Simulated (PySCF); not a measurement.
A structure optimised at B3LYP-D3(BJ)/def2-SVP, used in a PySCF frequency run:

```
Si
O 1 1.6658
H 2 0.9643 1 113.85
O 1 1.6752 2 102.03 3 11.94
H 4 0.9637 1 115.74 2 178.61
N 1 1.7107 2 105.57 3 137.49
H 6 1.0143 1 117.97 2 157.70
C 6 1.4498 7 114.99 1 -172.26
H 8 1.0995 6 108.97 7 -174.79
H 8 1.1054 9 107.14 6 -121.28
H 8 1.1075 9 107.71 10 -115.37
N 1 1.7227 2 119.17 3 -104.74
H 12 1.0154 1 119.35 2 75.46
H 12 1.0155 13 110.77 1 144.17
```
Charge 0, spin multiplicity 1.

Question: Write its SMILES and formula.

Answer: CN[Si](N)(O)O, CH8N2O2Si

Question: What are its rotational constants (standard atomic weights)?

Answer: 3.7139, 2.1518, 1.9675 GHz
